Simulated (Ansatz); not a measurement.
Input for Ansatz (development build ahead of 0.2.0):

```yaml
crystal:
  periodic: [false, false, false]
  atoms:
    - { symbol: H, position_ang: [2.28509, -0.03743, -0.04] }
    - { symbol: H, position_ang: [2.0219, 0.96235, -0.02515] }
    - { symbol: H, position_ang: [1.35958, 1.7011, 0.05642] }
    - { symbol: H, position_ang: [0.5583, 2.17731, 0.04564] }
    - { symbol: H, position_ang: [-0.45822, 2.19723, -0.03213] }
    - { symbol: H, position_ang: [-1.43546, 1.78749, -0.04115] }
    - { symbol: H, position_ang: [-2.03283, 1.02591, 0.03122] }
    - { symbol: H, position_ang: [-2.23257, 0.01647, -0.04442] }
    - { symbol: H, position_ang: [-1.98728, -0.92335, -0.00837] }
    - { symbol: H, position_ang: [-1.34676, -1.74498, 0.00059] }
    - { symbol: H, position_ang: [-0.55466, -2.17387, -0.01668] }
    - { symbol: H, position_ang: [0.49131, -2.20552, -0.02895] }
    - { symbol: H, position_ang: [1.357, -1.74921, -0.01733] }
    - { symbol: H, position_ang: [1.98784, -1.0071, 0.02368] }
basis:
  gaussian: { orbitals: cc-pVDZ }
hamiltonian:
  xc: hf
correlation:
  method: mp2
  frozen_orbitals: { H: 0 }
```

The input is written out in the form of the current development build from the run's settings.

Results

- Converged: yes
- Reference energy: -7.52872 hartree
- Correlation energy: -0.28261 hartree
- Total energy: -7.81133 hartree
- Spin squared of the determinant: 0.000

Caution: bonds are stretched, where a single reference can fail; stretched shape with no unrestricted run beside it, a lower state can exist.
